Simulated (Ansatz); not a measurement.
Cost and result for the atomization energy of `CCO[SiH2]OC` (16 atoms, 15 bonds).

```xyz
16

C    -0.418   -2.502    1.050
C    -0.070   -1.450    0.027
O     0.362   -0.274    0.687
Si    1.231    0.906   -0.039
O     0.404    1.713   -1.198
C    -0.714    2.529   -0.928
H    -1.204   -2.141    1.716
H    -0.770   -3.411    0.557
H     0.455   -2.752    1.656
H    -0.944   -1.219   -0.595
H     0.718   -1.817   -0.644
H     2.395    0.328   -0.753
H     1.602    1.826    1.064
H    -1.602    1.926   -0.717
H    -0.911    3.144   -1.808
H    -0.534    3.193   -0.074
```

The species carries charge 0 and has multiplicity 1. The geometry is a stationary point of PBE0-D4/def2-TZVP. It is one conformer, not always the lowest. Program: Ansatz. All runs use 3 threads of an AMD EPYC 7R13 on a shared host and a share of an NVIDIA H100 80 GB. Times are those of one run each, without the atoms' runs, and a repeat can differ threefold. Electronic energies, without spin–orbit coupling; frozen cores. CCSD(T)/CBS adds CCSD(T) − MP2 in def2-TZVPP to the MP2 limit, and its time is that of the two runs behind it. T1 = 0.011. B3LYP takes the VWN-RPA correlation (the form of Gaussian; ORCA's B3LYP/G). HSE06 is the plane-wave form, built on full-range PBE exchange.

CCSD(T)/CBS is a level of theory with its own doubt, some kJ/mol a heavy atom from the limit and from the frozen cores, so smaller differences don't rank the functionals.

| level | functions | wall time | atomization (kcal/mol) | difference from CCSD(T)/CBS | per bond |
| --- | --- | --- | --- | --- | --- |
| LDA (SPW92)/def2-TZVPP | 337 | 2.5 s | 1666.5 | 197.0 | 13.1 |
| BHLYP-D4/def2-TZVPP | 337 | 2.7 s | 1429.7 | -39.8 | -2.7 |
| CCSD(T)/def2-SVP | 138 | 2.8 s | 1389.7 | -79.8 | -5.3 |
| r2SCAN-D4/def2-TZVPP (with forces) | 337 | 3.1 s | 1468.2 | -1.3 | -0.1 |
| B2PLYP/def2-TZVPP | 337 | 3.3 s | 1452.7 | -16.8 | -1.1 |
| PBE-QIDH/def2-TZVPP | 337 | 3.9 s | 1455.8 | -13.7 | -0.9 |
| B3LYP-D4/def2-TZVPP (with forces) | 337 | 4.6 s | 1466.6 | -2.9 | -0.2 |
| HSE06-D4/def2-TZVPP | 337 | 4.6 s | 1464.2 | -5.3 | -0.4 |
| MP2/def2-QZVPP | 655 | 5.5 s | 1473.7 | 4.2 | 0.3 |
| CAM-B3LYP-D4/def2-TZVPP | 337 | 6.5 s | 1475.9 | 6.4 | 0.4 |
| ωB97X-V/def2-TZVPP | 337 | 12 s | 1470.7 | 1.2 | 0.1 |
| CCSD(T)/def2-TZVPP | 337 | 13 s | 1433.7 | -35.8 | -2.4 |
| CCSD(T)/CBS(def2) | – | 18 s | 1469.5 | 0.0 | 0.0 |

From BLYP to BHLYP (50 % exact exchange), in def2-TZVPP and without D4, the atomization energy moves by −24.3 kcal/mol: exact exchange takes away binding that semilocal exchange gives to molecules. At CCSD(T), def2-SVP lies −79.8 kcal/mol from the extrapolated value and def2-TZVPP −35.8 kcal/mol: correlation converges slowly with the basis, and small sets miss more of it in the bonded molecule than in its fragments. The D4 term adds +11.3 kcal/mol with B3LYP and +6.0 kcal/mol with PBE0; it sums over pairs of atoms, weighted by their polarisabilities, and B3LYP, whose exchange is more repulsive, gets the larger term.
